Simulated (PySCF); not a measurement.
Compound: malonyl radical, C3H3O4 (doublet state).
Numbering: `[O:1]=[C:2]([OH:3])[CH:4][C:5](=[O:6])[OH:7]` (hydrogens: H8 on O3; H9 on C4; H10 on O7)

Structure used (PBE0-D3(BJ)/def2-SVP), in Å, numbered top down from 1:
```xyz
10
C3H3O4 angstrom
O      0.5885    1.7535   -0.3381
C      0.9985    0.6656   -0.0168
O      2.2747    0.4395    0.3375
C      0.2188   -0.5735    0.0478
C     -1.1909   -0.7439   -0.3066
O     -1.7198   -1.8333   -0.2632
O     -1.8315    0.3654   -0.6713
H      2.7307    1.2929    0.2806
H      0.7214   -1.4841    0.3766
H     -2.7402    0.0969   -0.8771
```

The hyperfine couplings belong to this conformer and change with its torsions.

Method used: UKS B3LYP, IGLO-III on C O, pcH-1 on H, non-relativistic, mean-field spin-orbit, GIAO in PySCF 2.14.0. The structure is a single PBE0-D3(BJ)/def2-SVP conformer in the gas phase; no vibrational or solvent corrections. Stability of the SCF solution: not tested.

Task: Predict the first-order ENDOR lines of H9 and H8/H10 under fast tumbling at B = 345.4 mT (X band).

Result: For S = 1/2 in fast tumbling each set of equivalent nuclei gives two lines, ν± = |νn ± a/2| to first order, with νn = g_N μN B/h and μN/h = 7.62259 MHz/T.

```
nuclei  isotope     g_N  νn (MHz)  a_iso (MHz)  lower line (MHz)  upper line (MHz)
    H9       1H  5.5857     14.71       -55.01             12.80             42.21
H8/H10       1H  5.5857     14.71        -2.86             13.28             16.14
```

Task: Which pairs are centred on the nuclear Larmor frequency, and which on half the coupling?

Result: Centred on νn, since |a| < 2νn: H8/H10. Centred on |a|/2 and split by 2νn: H9.

Task: At what field would the lower line of H9 fall to zero frequency?

Result: Where νn = |a|/2, that is B = 27.51 MHz/(5.5857 × 7.62259 MHz/T) = 646 mT, as far as first order holds there.

Class means assume fast exchange of nuclei equivalent by connectivity; if that motion is slow, each nucleus keeps its own coupling.
